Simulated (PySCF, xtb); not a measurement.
B(F)(OH)(OMe) (CH4BFO2), SMILES OB(OC)F.

xtb with GFN2-xTB at its own geometry gives an orbital gap of 8.07 eV and a dipole moment of 2.32 D.

Coordinates come from a PBE0-D3(BJ)/def2-SVP optimisation. Other conformers were not sampled.

**Question.** What does B3LYP/def2-TZVP (PySCF) give? (An estimate is asked for; the answer gives what the named calculation found.)

**Answer.** gap 8.82 eV (levels -8.55 and 0.27 eV), dipole 1.71 D.
